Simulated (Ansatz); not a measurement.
Geometry optimisation of C2H8O2Si2, SMILES `C=C[SiH](O)[SiH2]O`.

```yaml
crystal:
  periodic: [false, false, false]
  atoms:
    - {symbol: C, position_ang: [-1.379540, 0.649570, 1.643550]}
    - {symbol: C, position_ang: [-1.214260, 1.146580, 0.427420]}
    - {symbol: Si, position_ang: [-0.273160, 0.273890, -0.966320]}
    - {symbol: O, position_ang: [0.478400, 1.391030, -1.900150]}
    - {symbol: Si, position_ang: [1.496240, -1.006830, -0.289960]}
    - {symbol: O, position_ang: [0.733120, -2.248180, 0.452030]}
    - {symbol: H, position_ang: [-1.920740, 1.166770, 2.422360]}
    - {symbol: H, position_ang: [-0.975240, -0.312700, 1.913630]}
    - {symbol: H, position_ang: [-1.641780, 2.122930, 0.216540]}
    - {symbol: H, position_ang: [-1.322360, -0.372260, -1.785750]}
    - {symbol: H, position_ang: [0.007960, 2.122270, -2.291570]}
    - {symbol: H, position_ang: [2.433020, -0.397510, 0.671640]}
    - {symbol: H, position_ang: [2.362720, -1.558250, -1.345360]}
    - {symbol: H, position_ang: [1.215620, -2.977290, 0.831960]}
basis:
  gaussian: {orbitals: def2-TZVP}
hamiltonian: {xc: pbe0, dispersion: d4}
relax: {f_tol: 0.005, max_steps: 150}
```

```sh
$ ansatz run in.yaml --threads 2 --pin off --events-out ev --progress --plain --max-ram 32768MiB --backend cuda --devices 0, --max-vram 18GiB
```

Shortened log:

```
Functional definition: PBE0
mean field -22044.59875429 eV, -810.1240618545 hartree, gradient 4.0e-5 eV, S^2 0.000000; 0 other end points of the search recorded, 0 dependent functions left out
relax step   1: F+E_penalty+E_count = -22044.89041806 eV  Δ(F+E_penalty+E_count) = +0.000e0 eV  max|allowed force component| = 1.072e0 eV/Å  Δτ_max = 0.0000 Å  (30 SCF iters, accepted)
mean field -22044.72715278 eV, -810.1287804120 hartree, gradient 1.4e-5 eV, S^2 0.000000; 0 other end points of the search recorded, 0 dependent functions left out
relax step   2: F+E_penalty+E_count = -22045.01795786 eV  Δ(F+E_penalty+E_count) = -1.275e-1 eV  max|allowed force component| = 4.541e-1 eV/Å  Δτ_max = 0.1557 Å  (31 SCF iters, accepted)
mean field -22044.76057431 eV, -810.1300086304 hartree, gradient 9.2e-6 eV, S^2 0.000000; 0 other end points of the search recorded, 0 dependent functions left out
relax step   3: F+E_penalty+E_count = -22045.05278934 eV  Δ(F+E_penalty+E_count) = -3.483e-2 eV  max|allowed force component| = 2.292e-1 eV/Å  Δτ_max = 0.0798 Å  (32 SCF iters, accepted)
mean field -22044.75019421 eV, -810.1296271689 hartree, gradient 1.1e-5 eV, S^2 0.000000; 0 other end points of the search recorded, 0 dependent functions left out
relax step   4: F+E_penalty+E_count = -22045.04263215 eV  Δ(F+E_penalty+E_count) = +1.016e-2 eV  max|allowed force component| = 2.305e-1 eV/Å  Δτ_max = 0.1143 Å  (31 SCF iters, rejected (line search))
mean field -22044.77440721 eV, -810.1305169802 hartree, gradient 2.4e-5 eV, S^2 0.000000; 0 other end points of the search recorded, 0 dependent functions left out
relax step   5: F+E_penalty+E_count = -22045.06709810 eV  Δ(F+E_penalty+E_count) = -1.431e-2 eV  max|allowed force component| = 1.107e-1 eV/Å  Δτ_max = 0.0544 Å  (30 SCF iters, accepted)
mean field -22044.78365011 eV, -810.1308566504 hartree, gradient 1.1e-5 eV, S^2 0.000000; 0 other end points of the search recorded, 0 dependent functions left out
relax step   6: F+E_penalty+E_count = -22045.07711761 eV  Δ(F+E_penalty+E_count) = -1.002e-2 eV  max|allowed force component| = 8.153e-2 eV/Å  Δτ_max = 0.0999 Å  (31 SCF iters, accepted)
mean field -22044.78556666 eV, -810.1309270825 hartree, gradient 2.3e-5 eV, S^2 0.000000; 0 other end points of the search recorded, 0 dependent functions left out
relax step   7: F+E_penalty+E_count = -22045.07913054 eV  Δ(F+E_penalty+E_count) = -2.013e-3 eV  max|allowed force component| = 1.132e-1 eV/Å  Δτ_max = 0.0289 Å  (32 SCF iters, accepted)
mean field -22044.78683268 eV, -810.1309736078 hartree, gradient 8.4e-6 eV, S^2 0.000000; 0 other end points of the search recorded, 0 dependent functions left out
relax step   8: F+E_penalty+E_count = -22045.07957869 eV  Δ(F+E_penalty+E_count) = -4.481e-4 eV  max|allowed force component| = 1.499e-1 eV/Å  Δτ_max = 0.2000 Å  (31 SCF iters, accepted)
mean field -22044.78834636 eV, -810.1310292345 hartree, gradient 8.3e-6 eV, S^2 0.000000; 0 other end points of the search recorded, 0 dependent functions left out
relax step   9: F+E_penalty+E_count = -22045.08225558 eV  Δ(F+E_penalty+E_count) = -2.677e-3 eV  max|allowed force component| = 1.364e-1 eV/Å  Δτ_max = 0.0989 Å  (32 SCF iters, accepted)
mean field -22044.78985581 eV, -810.1310847059 hartree, gradient 2.5e-5 eV, S^2 0.000000; 0 other end points of the search recorded, 0 dependent functions left out
relax step  10: F+E_penalty+E_count = -22045.08347121 eV  Δ(F+E_penalty+E_count) = -1.216e-3 eV  max|allowed force component| = 6.342e-2 eV/Å  Δτ_max = 0.0216 Å  (32 SCF iters, accepted)
mean field -22044.78824427 eV, -810.1310254826 hartree, gradient 8.0e-6 eV, S^2 0.000000; 0 other end points of the search recorded, 0 dependent functions left out
relax step  11: F+E_penalty+E_count = -22045.08236965 eV  Δ(F+E_penalty+E_count) = +1.102e-3 eV  max|allowed force component| = 2.769e-1 eV/Å  Δτ_max = 0.0866 Å  (32 SCF iters, rejected (line search))
mean field -22044.79065776 eV, -810.1311141770 hartree, gradient 2.3e-5 eV, S^2 0.000000; 0 other end points of the search recorded, 0 dependent functions left out
relax step  12: F+E_penalty+E_count = -22045.08446785 eV  Δ(F+E_penalty+E_count) = -9.966e-4 eV  max|allowed force component| = 4.213e-2 eV/Å  Δτ_max = 0.0412 Å  (31 SCF iters, accepted)
mean field -22044.79081003 eV, -810.1311197727 hartree, gradient 2.3e-5 eV, S^2 0.000000; 0 other end points of the search recorded, 0 dependent functions left out
relax step  13: F+E_penalty+E_count = -22045.08481777 eV  Δ(F+E_penalty+E_count) = -3.499e-4 eV  max|allowed force component| = 7.228e-2 eV/Å  Δτ_max = 0.0408 Å  (31 SCF iters, accepted)
mean field -22044.79125885 eV, -810.1311362665 hartree, gradient 2.4e-5 eV, S^2 0.000000; 0 other end points of the search recorded, 0 dependent functions left out
relax step  14: F+E_penalty+E_count = -22045.08514572 eV  Δ(F+E_penalty+E_count) = -3.280e-4 eV  max|allowed force component| = 5.498e-2 eV/Å  Δτ_max = 0.0111 Å  (32 SCF iters, accepted)
mean field -22044.79147441 eV, -810.1311441881 hartree, gradient 2.6e-5 eV, S^2 0.000000; 0 other end points of the search recorded, 0 dependent functions left out
relax step  15: F+E_penalty+E_count = -22045.08547072 eV  Δ(F+E_penalty+E_count) = -3.250e-4 eV  max|allowed force component| = 1.914e-2 eV/Å  Δτ_max = 0.0236 Å  (31 SCF iters, accepted)
mean field -22044.79168332 eV, -810.1311518656 hartree, gradient 2.4e-5 eV, S^2 0.000000; 0 other end points of the search recorded, 0 dependent functions left out
relax step  16: F+E_penalty+E_count = -22045.08555962 eV  Δ(F+E_penalty+E_count) = -8.891e-5 eV  max|allowed force component| = 1.096e-2 eV/Å  Δτ_max = 0.0068 Å  (33 SCF iters, accepted)
mean field -22044.79189188 eV, -810.1311595299 hartree, gradient 2.5e-5 eV, S^2 0.000000; 0 other end points of the search recorded, 0 dependent functions left out
relax step  17: F+E_penalty+E_count = -22045.08559364 eV  Δ(F+E_penalty+E_count) = -3.402e-5 eV  max|allowed force component| = 1.759e-2 eV/Å  Δτ_max = 0.0265 Å  (31 SCF iters, accepted)
mean field -22044.79187911 eV, -810.1311590608 hartree, gradient 2.5e-5 eV, S^2 0.000000; 0 other end points of the search recorded, 0 dependent functions left out
relax step  18: F+E_penalty+E_count = -22045.08565567 eV  Δ(F+E_penalty+E_count) = -6.202e-5 eV  max|allowed force component| = 1.102e-2 eV/Å  Δτ_max = 0.0098 Å  (33 SCF iters, accepted)
mean field -22044.79188447 eV, -810.1311592576 hartree, gradient 2.5e-5 eV, S^2 0.000000; 0 other end points of the search recorded, 0 dependent functions left out
relax step  19: F+E_penalty+E_count = -22045.08566926 eV  Δ(F+E_penalty+E_count) = -1.359e-5 eV  max|allowed force component| = 6.427e-3 eV/Å  Δτ_max = 0.0027 Å  (33 SCF iters, accepted)
mean field -22044.79189920 eV, -810.1311597988 hartree, gradient 2.5e-5 eV, S^2 0.000000; 0 other end points of the search recorded, 0 dependent functions left out
relax step  20: F+E_penalty+E_count = -22045.08568790 eV  Δ(F+E_penalty+E_count) = -1.865e-5 eV  max|allowed force component| = 6.052e-3 eV/Å  Δτ_max = 0.0090 Å  (33 SCF iters, accepted)
mean field -22044.79190439 eV, -810.1311599896 hartree, gradient 2.5e-5 eV, S^2 0.000000; 0 other end points of the search recorded, 0 dependent functions left out
relax step  21: F+E_penalty+E_count = -22045.08570117 eV  Δ(F+E_penalty+E_count) = -1.326e-5 eV  max|allowed force component| = 8.763e-3 eV/Å  Δτ_max = 0.0092 Å  (32 SCF iters, accepted)
mean field -22044.79190461 eV, -810.1311599978 hartree, gradient 2.5e-5 eV, S^2 0.000000; 0 other end points of the search recorded, 0 dependent functions left out
relax step  22: F+E_penalty+E_count = -22045.08570802 eV  Δ(F+E_penalty+E_count) = -6.851e-6 eV  max|allowed force component| = 7.595e-3 eV/Å  Δτ_max = 0.0073 Å  (33 SCF iters, accepted)
mean field -22044.79191166 eV, -810.1311602567 hartree, gradient 2.5e-5 eV, S^2 0.000000; 0 other end points of the search recorded, 0 dependent functions left out
relax step  23: F+E_penalty+E_count = -22045.08571439 eV  Δ(F+E_penalty+E_count) = -6.367e-6 eV  max|allowed force component| = 1.414e-2 eV/Å  Δτ_max = 0.0107 Å  (33 SCF iters, accepted)
mean field -22044.79192159 eV, -810.1311606218 hartree, gradient 2.5e-5 eV, S^2 0.000000; 0 other end points of the search recorded, 0 dependent functions left out
relax step  24: F+E_penalty+E_count = -22045.08572148 eV  Δ(F+E_penalty+E_count) = -7.088e-6 eV  max|allowed force component| = 9.000e-3 eV/Å  Δτ_max = 0.0014 Å  (33 SCF iters, accepted)
mean field -22044.79193174 eV, -810.1311609948 hartree, gradient 2.5e-5 eV, S^2 0.000000; 0 other end points of the search recorded, 0 dependent functions left out
relax step  25: F+E_penalty+E_count = -22045.08572802 eV  Δ(F+E_penalty+E_count) = -6.549e-6 eV  max|allowed force component| = 4.819e-3 eV/Å  Δτ_max = 0.0026 Å  (33 SCF iters, accepted)
mean field -22044.79193174 eV, -810.1311609948 hartree, gradient 2.5e-5 eV, S^2 0.000000; 1 other end points of the search recorded, 0 dependent functions left out
Total energy: -22045.08576506 eV, -810.1419591700 hartree
Atom 0 at    -1.292154     0.551002     1.642357 Å, force     0.000979     0.000296     0.002810 eV/Å
Atom 1 at    -1.286324     1.091924     0.426168 Å, force     0.000238     0.001915    -0.002195 eV/Å
Atom 2 at    -0.258770     0.447674    -0.982760 Å, force    -0.002853    -0.000625     0.001426 eV/Å
Atom 3 at     0.587418     1.660613    -1.734601 Å, force     0.000594     0.004819    -0.003195 eV/Å
Atom 4 at     1.386866    -1.061133    -0.258579 Å, force    -0.001619    -0.001753    -0.000387 eV/Å
Atom 5 at     0.661773    -2.177833     0.733214 Å, force     0.001241     0.001063    -0.000568 eV/Å
Atom 6 at    -1.922908     0.934391     2.440077 Å, force     0.000664    -0.001670    -0.002034 eV/Å
Atom 7 at    -0.676132    -0.308806     1.891727 Å, force    -0.001641     0.001018    -0.000210 eV/Å
Atom 8 at    -1.936579     1.948345     0.243463 Å, force     0.002155    -0.002299    -0.000172 eV/Å
Atom 9 at    -1.169233    -0.181153    -1.988832 Å, force    -0.000552    -0.000153    -0.000169 eV/Å
Atom 10 at     0.194163     2.057722    -2.511925 Å, force     0.000305    -0.003495     0.003697 eV/Å
Atom 11 at     2.475366    -0.339833     0.464751 Å, force     0.000706    -0.000029     0.001106 eV/Å
Atom 12 at     2.026041    -1.732558    -1.429440 Å, force     0.000311     0.000489    -0.000543 eV/Å
Atom 13 at     1.210471    -2.890336     1.064398 Å, force    -0.000529     0.000426     0.000436 eV/Å
Dipole moment:    -0.065757    -0.066119    -0.021856 e Å
```

It took 78 s on 2 threads of an AMD EPYC 7R13 on a shared host and a share of an NVIDIA H100 80 GB, with 0.88 GiB of host memory at the peak.
